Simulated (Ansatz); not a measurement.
Job for Ansatz (a quantum-chemistry and plane-wave program): R-CCSD(T)/aug-cc-pVTZ on AsH3 (SMILES [AsH3]) with ghost functions, monomers drawn apart or pushed together. The run froze 14 orbitals, filled d shells among them.

Ansatz 0.2 input:
```yaml
crystal:
  periodic: [false, false, false]
  atoms:
    - {symbol: As, position_ang: [-0.24589795, -0.19971429, 0.14388447]}
    - {symbol: H, position_ang: [-0.93105301, 0.73324079, -0.84218941]}
    - {symbol: H, position_ang: [-0.41634523, -1.41915382, -0.74823450]}
    - {symbol: H, position_ang: [1.14502960, 0.10943673, -0.38686969]}
basis:
  gaussian:
    orbitals: aug-cc-pVTZ
    ghost_atoms:
      - {symbol: Br, position_ang: [-1.06166790, -0.23756779, 3.82675919]}
      - {symbol: H, position_ang: [-0.75066671, -0.22281977, 2.42145403]}
magnetization: {spin_polarized: false}
correlation: {method: ccsd_t, electrons: outside_noble_gas}
scf: {lower_state_search: off}
```

The log:

```
WARN ansatz: RAYON_NUM_THREADS=1 ignored (pool sized by the plan → 1); use --threads N
Functional definition: HF
these checks for a lower state are left out or cut short: stability, starts, cluster_reference, orbital_swaps, neighbouring_geometries, increment
integrals: 0.95 GiB planned
1195 factors; integrals over basis functions are off by at most 9.8e-4 eV
mean field: 0.58 GiB planned
mean field evaluation 1: about -60843.4299 eV, gradient 8.7e0 eV
mean field evaluation 2: about -60843.4427 eV, gradient 8.7e0 eV
mean field evaluation 4: about -60843.9477 eV, gradient 8.6e-1 eV
mean field evaluation 8: about -60843.9522 eV, gradient 6.0e-2 eV
mean field -60843.95223237 eV, -2235.9740030276 hartree, gradient 5.6e-7 eV, S^2 0.000000; 0 other end points of the search recorded, 0 dependent functions left out
14 core orbitals not correlated
reference -60843.95223237 eV, -2235.9740030276 hartree; 4, 4 occupied and 192, 192 virtual orbitals, 1195 factors
second order -4.36310184 eV of doubles, -0.00000000 eV of singles
coupled cluster: 0.96 GiB planned
cycle   1  -4.88143032 eV  change   -5.2e-1 eV  update   5.6e-2
cycle   2  -5.07801371 eV  change   -2.0e-1 eV  update   2.0e-2
cycle   3  -5.08946455 eV  change   -1.1e-2 eV  update   5.6e-3
cycle   4  -5.08795915 eV  change    1.5e-3 eV  update   2.0e-3
cycle   5  -5.08745157 eV  change    5.1e-4 eV  update   5.3e-4
cycle   6  -5.08741916 eV  change    3.2e-5 eV  update   1.7e-4
cycle   7  -5.08744398 eV  change   -2.5e-5 eV  update   5.8e-5
cycle   8  -5.08745040 eV  change   -6.4e-6 eV  update   2.0e-5
cycle   9  -5.08744879 eV  change    1.6e-6 eV  update   7.1e-6
perturbative correction -0.16838702 eV, -0.0061881087 hartree
Total energy: -60849.20806817 eV, -2236.1671514308 hartree
Checks for a lower state left out: stability, starts, cluster_reference, orbital_swaps, neighbouring_geometries, increment
```

The run converged.

Cost: very roughly 2.7 core-minutes.
